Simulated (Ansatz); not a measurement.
Cost and result for the atomization energy of C2H6Cl2S2Sn (`C[S][Sn]([Cl])([Cl])[S]C`) (13 atoms, 12 bonds).

```xyz
13

C     1.969   -1.559   -1.217
S     0.197   -1.598   -0.815
Sn   -0.242    0.729   -0.728
Cl    1.470    1.690    0.532
Cl   -0.079    1.692   -2.827
S    -2.339    1.269    0.219
C    -2.013    0.706    1.920
H     2.299   -2.598   -1.202
H     2.529   -0.996   -0.472
H     2.137   -1.147   -2.211
H    -1.177    1.248    2.361
H    -1.833   -0.367    1.959
H    -2.919    0.934    2.482
```

The species carries charge 0 and has multiplicity 1. Correlated methods include outer-core shells of Sn, which these sets cover unevenly. Sn: def2 effective core potential. Geometry: relaxed with PBE0-D4/def2-TZVP. It is one conformer, not always the lowest. Program: Ansatz. All runs use 3 threads of an AMD EPYC 7R13 on a shared host and a share of an NVIDIA H100 80 GB. Times are those of one run each, without the atoms' runs, and a repeat can differ threefold. Electronic energies, without spin–orbit coupling; frozen cores. CCSD(T)/CBS adds CCSD(T) − MP2 in def2-TZVPP to the MP2 limit, and its time is that of the two runs behind it. T1 = 0.012. With those shells the extrapolation isn't a true limit.

CCSD(T)/CBS is a level of theory with its own doubt, some kJ/mol a heavy atom from the limit and from the frozen cores, so smaller differences don't rank the functionals.

```json
{"level": "B2PLYP/def2-TZVPP", "functions": "364", "wall time": "2.9 s"}
{"level": "PBE-QIDH/def2-TZVPP", "functions": "364", "wall time": "3.1 s"}
{"level": "CCSD(T)/def2-SVP", "functions": "156", "wall time": "3.6 s"}
{"level": "BLYP-D4/def2-TZVPP", "functions": "364", "wall time": "6 s"}
{"level": "MP2/def2-QZVPP", "functions": "656", "wall time": "7 s"}
{"level": "B97M-V/def2-TZVPP", "functions": "364", "wall time": "9 s"}
{"level": "r2SCANh-D4/def2-TZVPP", "functions": "364", "wall time": "11 s"}
{"level": "CAM-B3LYP-D4/def2-TZVPP", "functions": "364", "wall time": "13 s"}
{"level": "ωB97X-V/def2-TZVPP", "functions": "364", "wall time": "15 s"}
{"level": "CCSD(T)/def2-TZVPP", "functions": "364", "wall time": "23 s"}
{"level": "PBE-D4/def2-TZVPP (with forces)", "functions": "364", "wall time": "23 s"}
{"level": "LDA (SPW92)/def2-TZVPP", "functions": "364", "wall time": "27 s"}
{"level": "CCSD(T)/CBS(def2)", "functions": "–", "wall time": "30 s"}
```

(1) What atomization energy does each give, and how far from CCSD(T)/CBS? (Estimate.)

Answers

(1) Ansatz gave: 
| level | atomization (kJ/mol) | difference from CCSD(T)/CBS | per bond |
| --- | --- | --- | --- |
| B2PLYP/def2-TZVPP | 4278.5 | -112.2 | -9.3 |
| PBE-QIDH/def2-TZVPP | 4352.3 | -38.4 | -3.2 |
| CCSD(T)/def2-SVP | 4048.5 | -342.2 | -28.5 |
| BLYP-D4/def2-TZVPP | 4322.0 | -68.7 | -5.7 |
| MP2/def2-QZVPP | 4404.8 | 14.1 | 1.2 |
| B97M-V/def2-TZVPP | 4432.0 | 41.3 | 3.4 |
| r2SCANh-D4/def2-TZVPP | 4368.2 | -22.5 | -1.9 |
| CAM-B3LYP-D4/def2-TZVPP | 4336.5 | -54.2 | -4.5 |
| ωB97X-V/def2-TZVPP | 4396.1 | 5.4 | 0.5 |
| CCSD(T)/def2-TZVPP | 4238.2 | -152.5 | -12.7 |
| PBE-D4/def2-TZVPP (with forces) | 4459.5 | 68.8 | 5.7 |
| LDA (SPW92)/def2-TZVPP | 5015.0 | 624.3 | 52.0 |
| CCSD(T)/CBS(def2) | 4390.7 | 0.0 | 0.0 |

In def2-TZVPP, CCSD(T) changes the Hartree–Fock value by +1100.5 kJ/mol (the triples alone add +85.9 kJ/mol) and MP2 by +1177.0 kJ/mol; breaking electron pairs costs correlation energy, which Hartree–Fock lacks. From PBE to PBE0 (25 % exact exchange), in def2-TZVPP and without D4, the atomization energy moves by −60.0 kJ/mol: exact exchange takes away binding that semilocal exchange gives to molecules. The D4 term adds +78.1 kJ/mol with B3LYP and +42.3 kJ/mol with PBE0; it sums over pairs of atoms, weighted by their polarisabilities, and B3LYP, whose exchange is more repulsive, gets the larger term.

B3LYP here is the variant with VWN-RPA as its local correlation; programs differ in this.

Spin–orbit coupling would lower the free Sn atoms strongly, and the atomization energy with them, by more than many differences here. For some Ge, Se and Sn compounds the MP2-based and the directly extrapolated limit differ by 10 to 25 kJ/mol.
